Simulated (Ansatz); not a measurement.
The first iterations of a band of Cl2H2O2Zr + H2 (9 atoms, charge 0, multiplicity 1).

The calculation used RKS PBE-D4/def2-SVP (Ansatz 0.2.0).

| Quantity | Value |
| --- | --- |
| movable images | 5 |
| climbing image | yes |
| spring | 0.5 eV/Å² |
| optimiser | quadratic models (default) |
| start path | through a guess of the saddle point |
| force threshold | 0.03 eV/Å |
| iteration limit | 60 |
| end points | relaxed |

Initial state:

```xyz
9
Properties=species:S:1:pos:R:3
Zr -0.245 -0.322 -0.090
O -0.172 -0.013 1.795
H -0.232 -0.003 2.760
Cl 1.961 -0.608 -0.914
Cl -1.309 1.523 -1.137
O -1.247 -1.898 -0.468
H -1.769 -2.706 -0.568
H 1.643 2.790 1.924
H 1.222 2.148 1.969
```

Final state:

```xyz
9
Properties=species:S:1:pos:R:3
Zr 0.262 0.022 -0.067
O -0.544 0.698 2.045
H -1.016 1.545 1.884
Cl 1.634 -0.053 -1.988
Cl -1.233 1.852 -0.598
O -0.390 -1.745 0.191
H -0.828 -2.607 0.142
H 1.717 0.285 1.088
H 0.250 0.914 2.575
```

| iteration | highest image above the first end (eV) | largest band force component (eV/Å) |
| --- | --- | --- |
| 1 | 3.930 | 18.112 |
| 2 | 1.765 | 1.796 |
| 3 | 1.321 | 5.876 |
| 4 | 1.284 | 0.698 |
| 5 | 1.275 | 0.358 |
| 6 | 1.285 | 0.303 |
| 7 | 1.282 | 0.215 |
| 8 | 1.275 | 0.284 |
| 9 | 1.267 | 0.337 |
| 10 | 1.263 | 0.262 |
| 11 | 1.259 | 0.136 |
| 12 | 1.255 | 0.101 |
| 13 | 1.250 | 0.122 |
| 14 | 1.248 | 0.095 |
| 15 | 1.245 | 0.089 |
| 16 | 1.242 | 0.081 |
| 17 | 1.239 | 0.084 |

**Question.** Does the band converge within its limit, and where does its top end?

**Answer.** The run converged. It ended after 53 iterations with the highest image 1.187 eV above the first end. Another band between the same ends (5 images) ends at a top of the same energy, where a vibrational analysis finds 1 clearly imaginary mode. The orbitals stay closed-shell, which can raise the energy where a bond breaks towards radicals; this wasn't checked here.

Time of the run: 6.4 min on 4 threads of Arm Neoverse V1, with other jobs on the host, peak memory 0.18 GiB.
